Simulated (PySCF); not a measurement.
# Mayer bond orders and bond lengths

Compound: SiF6 (charge -2).
Numbering: `[F:1][Si-2:2]([F:3])([F:4])([F:5])([F:6])[F:7]`

Cartesian coordinates in Å at the PBE0-D3(BJ)/def2-TZVP level; atoms count from 1:
```xyz
7
SiF6 angstrom
F      0.4717   -0.6693   -1.5552
Si     0.1810   -0.0583    0.0190
F      1.6679    0.7958   -0.0362
F     -0.6240    1.2977   -0.6563
F      0.9848   -1.4138    0.6942
F     -0.1106    0.5538    1.5931
F     -1.3064   -0.9126    0.0746
```

Bond orders from the PBE0/pcSseg-2 density (PySCF). Geometry: PBE0-D3(BJ)/def2-TZVP; no solvent, vibrations or thermal averaging. Whether so highly charged an anion holds all its electrons in the gas phase wasn't checked; a finite basis holds them in any case. The ion is multiply charged and computed without counter-ions or solvent. The pcSseg-2 basis has no diffuse functions, a weakness for an anion. The HOMO energy is positive at this level (+0.81 eV), so the outermost electrons may be held by the finite basis alone.

Q: How far do the computed orders between heavy atoms stray from the drawn ones?

A: The largest departure is 0.303, at Si2–F7 (drawn single, 0.697), Si2–F3 (drawn single, 0.698), Si2–F4 (drawn single, 0.698), Si2–F5 (drawn single, 0.699) and 2 more. Drawn single, order below 0.88: F1–Si2 (0.700), Si2–F3 (0.698), Si2–F4 (0.698), Si2–F5 (0.699), Si2–F6 (0.699) and Si2–F7 (0.697). The SMILES, with its formal charges, is one Lewis structure only.

Q: Set the Mayer orders of the bonds beside their lengths.

A: 
```json
{"bond": "F1–Si2", "drawn as": "single", "length (Å)": "1.713", "Mayer order": "0.700"}
{"bond": "Si2–F3", "drawn as": "single", "length (Å)": "1.716", "Mayer order": "0.698"}
{"bond": "Si2–F4", "drawn as": "single", "length (Å)": "1.716", "Mayer order": "0.698"}
{"bond": "Si2–F5", "drawn as": "single", "length (Å)": "1.714", "Mayer order": "0.699"}
{"bond": "Si2–F6", "drawn as": "single", "length (Å)": "1.714", "Mayer order": "0.699"}
{"bond": "Si2–F7", "drawn as": "single", "length (Å)": "1.716", "Mayer order": "0.697"}
```

Q: Sum the orders of all bonds at each heavy atom with more than one neighbour and set the sums beside the valence in the SMILES.

A: Si2 4.191 (drawn 6). Orders between atoms that aren't bonded are not in these sums.

For a closed shell the Mayer order of atoms A and B is Σ (PS)μν (PS)νμ over the basis functions μ on A and ν on B, with P the density and S the overlap matrix.
